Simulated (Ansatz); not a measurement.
Ansatz (an electronic-structure program) input (CCSD(T)/aug-cc-pVDZ):

Ansatz 0.2 input:
```yaml
crystal:
  periodic: [false, false, false]
  atoms:
    - {symbol: Ga, position_ang: [-0.00000000, -0.00000000, -0.05077840]}
    - {symbol: H, position_ang: [0.00000000, 0.00000000, 1.57413054]}
basis:
  gaussian:
    orbitals: aug-cc-pVDZ
magnetization: {spin_polarized: true, initial_magnetization: 2}
correlation: {method: ccsd_t, electrons: outside_noble_gas}
output: {forces: true}
```

End of the output:

```
cycle   2  -1.37778625 eV  change   -5.2e-3 eV  update   6.6e-3
cycle   3  -1.38178751 eV  change   -4.0e-3 eV  update   2.3e-3
cycle   4  -1.38297492 eV  change   -1.2e-3 eV  update   8.8e-4
cycle   5  -1.38324283 eV  change   -2.7e-4 eV  update   3.7e-4
cycle   6  -1.38332599 eV  change   -8.3e-5 eV  update   1.3e-4
cycle   7  -1.38334472 eV  change   -1.9e-5 eV  update   4.1e-5
cycle   8  -1.38334067 eV  change    4.1e-6 eV  update   1.1e-5
cycle   9  -1.38333925 eV  change    1.4e-6 eV  update   3.5e-6
cycle  10  -1.38333955 eV  change   -3.0e-7 eV  update   1.1e-6
perturbative correction -0.02848676 eV, -0.0010468691 hartree
the calculation of the forces begins
Total energy: -52348.37279527 eV, -1923.7672172245 hartree
Atom 0 at    -0.000000    -0.000000    -0.050778 Å, force    -0.000000    -0.000000     0.025225 eV/Å
Atom 1 at     0.000000     0.000000     1.574131 Å, force     0.000000     0.000000    -0.025225 eV/Å
Dipole moment:     0.000000    -0.000000    -0.077441 e Å
```

This is an excited triplet: at this geometry the singlet lies 2.01 eV lower at CCSD(T)/CBS(aug-cc-pVTZ,aug-cc-pVQZ).
